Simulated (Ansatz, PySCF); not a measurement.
Complex: N2 (SMILES N#N) (first 2 atoms) with CHN (SMILES C#N); geometry from B3LYP-D3(BJ)/def2-TZVP, rigid monomers moved along the line of their centres of mass till N2···H5 is 4.40 Å.
(charge 0, multiplicity 1):
```xyz
5

N      0.064     0.323    -1.096
N      0.031     0.118    -0.026
C     -0.137    -0.920     5.341
N     -0.173    -1.139     6.466
H     -0.105    -0.716     4.293
```

Counterpoise-corrected where a basis set is named; no monomer relaxation.

Frozen-core correlation. CBS(a, b) extrapolates the correlation energy as X⁻³ and adds the Hartree–Fock energy of set b.

Run with Ansatz (Gaussian orbitals); PySCF for the dispersion terms. Each number belongs to the level named beside it.

PBE/def2-TZVPPD gives -0.9 kJ/mol for the interaction energy.

Task: How do the other levels lie against it? Give each less PBE: PBE-D3(BJ)/def2-TZVPPD, r2SCAN/def2-TZVPPD, B3LYP/def2-TZVPPD, wB97M-V/def2-TZVPPD, MP2/CBS(aug-cc-pVDZ, aug-cc-pVTZ), CCSD(T)/CBS(aug-cc-pVDZ, aug-cc-pVTZ).

Result: PBE-D3(BJ)/def2-TZVPPD -0.2; r2SCAN/def2-TZVPPD 0.1; B3LYP/def2-TZVPPD 0.1; wB97M-V/def2-TZVPPD -0.1; MP2/CBS(aug-cc-pVDZ, aug-cc-pVTZ) -0.2; CCSD(T)/CBS(aug-cc-pVDZ, aug-cc-pVTZ) -0.1 kJ/mol. 2 of 6 lie above PBE; the widest gap is to MP2/CBS(aug-cc-pVDZ, aug-cc-pVTZ).

Ansatz is a first-principles code.
